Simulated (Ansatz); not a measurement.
`CN(C)c1ccc(-c2ccc(-c3ccc(-c4ccc(-c5ccc(-c6ccc(C#N)nc6)nc5)nc4)nc3)nc2)nc1` with charge +1. Total charge 1; doublet. Geometry r2SCAN-D4/def2-SVP, that of the neutral singlet; atoms count from 1.

```xyz
65

C    -6.192   -2.298   10.619
N    -5.519   -3.329    9.857
C    -5.505   -4.694   10.332
C    -4.826   -2.997    8.721
C    -4.112   -3.955    7.961
C    -3.442   -3.560    6.812
C    -3.470   -2.213    6.402
C    -2.791   -1.725    5.187
C    -2.786   -0.353    4.873
C    -2.145    0.094    3.726
C    -1.501   -0.837    2.886
C    -0.796   -0.444    1.648
C    -0.295   -1.424    0.772
C     0.357   -1.043   -0.392
C     0.507    0.328   -0.683
C     1.171    0.818   -1.908
C     1.435    2.189   -2.075
C     2.061    2.636   -3.231
C     2.425    1.703   -4.223
C     3.098    2.101   -5.476
C     3.634    3.381   -5.698
C     4.243    3.675   -6.913
C     4.310    2.682   -7.907
C     4.929    2.914   -9.231
C     5.043    1.855  -10.149
C     5.623    2.082  -11.390
C     6.079    3.380  -11.684
C     6.687    3.653  -12.960
N     7.175    3.844  -14.001
N     5.977    4.407  -10.826
C     5.420    4.171   -9.644
N     3.810    1.450   -7.695
C     3.234    1.174   -6.533
N     2.157    0.393   -4.076
C     1.558   -0.026   -2.969
N     0.049    1.269    0.164
C    -0.571    0.897    1.276
N    -1.512   -2.151    3.175
C    -2.129   -2.570    4.273
N    -4.135   -1.300    7.133
C    -4.777   -1.661    8.231
H    -6.950   -1.770   10.013
H    -5.488   -1.541   11.012
H    -6.706   -2.759   11.472
H    -5.905   -5.394    9.576
H    -6.133   -4.773   11.228
H    -4.486   -5.034   10.599
H    -4.077   -5.001    8.267
H    -2.889   -4.310    6.242
H    -3.298    0.337    5.548
H    -2.155    1.158    3.484
H    -0.431   -2.475    1.037
H     0.752   -1.807   -1.065
H     1.130    2.876   -1.283
H     2.251    3.703   -3.365
H     3.596    4.148   -4.921
H     4.666    4.668   -7.075
H     4.667    0.872   -9.858
H     5.727    1.282  -12.127
H     5.351    5.042   -8.982
H     2.839    0.162   -6.393
H     1.358   -1.104   -2.924
H    -0.906    1.717    1.923
H    -2.103   -3.655    4.437
H    -5.289   -0.857    8.770
```

Single mean-field runs in def2-SVP are fitted with def2-universal-jkfit.

Question: Estimate the Mulliken populations of the heavy atoms from the PBE0/def2-SVP orbitals of Ansatz.

Answer: 
| atom | charge (e) | spin (α − β) |
| --- | --- | --- |
| C1 | 0.04 | -0.02 |
| N2 | -0.36 | 0.23 |
| C3 | 0.04 | -0.02 |
| C4 | 0.14 | 0.02 |
| C5 | 0.00 | 0.03 |
| C6 | -0.03 | 0.00 |
| C7 | 0.05 | 0.10 |
| C8 | -0.03 | 0.05 |
| C9 | 0.06 | 0.00 |
| C10 | -0.02 | 0.01 |
| C11 | 0.06 | 0.06 |
| C12 | -0.04 | 0.05 |
| C13 | 0.06 | 0.00 |
| C14 | -0.02 | 0.01 |
| C15 | 0.06 | 0.04 |
| C16 | -0.04 | 0.04 |
| C17 | 0.06 | 0.00 |
| C18 | -0.03 | 0.01 |
| C19 | 0.06 | 0.04 |
| C20 | -0.04 | 0.02 |
| C21 | 0.03 | 0.01 |
| C22 | -0.03 | 0.00 |
| C23 | 0.06 | 0.04 |
| C24 | -0.03 | 0.00 |
| C25 | 0.04 | 0.02 |
| C26 | 0.06 | -0.01 |
| C27 | -0.13 | 0.03 |
| C28 | 0.00 | -0.01 |
| N29 | 0.02 | 0.01 |
| N30 | -0.12 | -0.01 |
| C31 | 0.07 | 0.02 |
| N32 | -0.16 | -0.01 |
| C33 | 0.11 | 0.03 |
| N34 | -0.16 | 0.00 |
| C35 | 0.07 | 0.03 |
| N36 | -0.16 | 0.00 |
| C37 | 0.08 | 0.04 |
| N38 | -0.16 | -0.01 |
| C39 | 0.08 | 0.06 |
| N40 | -0.15 | -0.02 |
| C41 | 0.04 | 0.11 |
Mulliken values depend strongly on the basis.

Question: Where does the spin sit?

Answer: Summed by element: C 0.78, N 0.18, H 0.04, of 1 unpaired in all. Largest on single atoms: N2 0.23, C41 0.11, C7 0.10.

Question: And the Mayer bond orders between heavy atoms (over 0.3, the first 40 of 46)?

Answer: C1–N2 0.96 (1.45 Å); N2–C3 0.96 (1.45 Å); N2–C4 1.22 (1.37 Å); C4–C5 1.27 (1.42 Å); C4–C41 1.19 (1.42 Å); C5–C6 1.51 (1.39 Å); C6–C7 1.29 (1.41 Å); C7–C8 1.08 (1.47 Å); C7–N40 1.45 (1.35 Å); C8–C9 1.33 (1.41 Å); C8–C39 1.27 (1.41 Å); C9–C10 1.46 (1.39 Å); C10–C11 1.30 (1.41 Å); C11–C12 1.06 (1.48 Å); C11–N38 1.47 (1.35 Å); C12–C13 1.34 (1.41 Å); C12–C37 1.28 (1.41 Å); C13–C14 1.45 (1.39 Å); C14–C15 1.31 (1.41 Å); C15–C16 1.05 (1.48 Å); C15–N36 1.47 (1.35 Å); C16–C17 1.35 (1.41 Å); C16–C35 1.29 (1.41 Å); C17–C18 1.44 (1.39 Å); C18–C19 1.31 (1.41 Å); C19–C20 1.05 (1.48 Å); C19–N34 1.48 (1.35 Å); C20–C21 1.36 (1.40 Å); C20–C33 1.30 (1.41 Å); C21–C22 1.46 (1.39 Å); C22–C23 1.33 (1.41 Å); C23–C24 1.03 (1.48 Å); C23–N32 1.49 (1.35 Å); C24–C25 1.38 (1.41 Å); C24–C31 1.31 (1.41 Å); C25–C26 1.41 (1.39 Å); C26–C27 1.36 (1.41 Å); C27–C28 1.04 (1.44 Å); C27–N30 1.52 (1.34 Å); C28–N29 3.00 (1.16 Å).
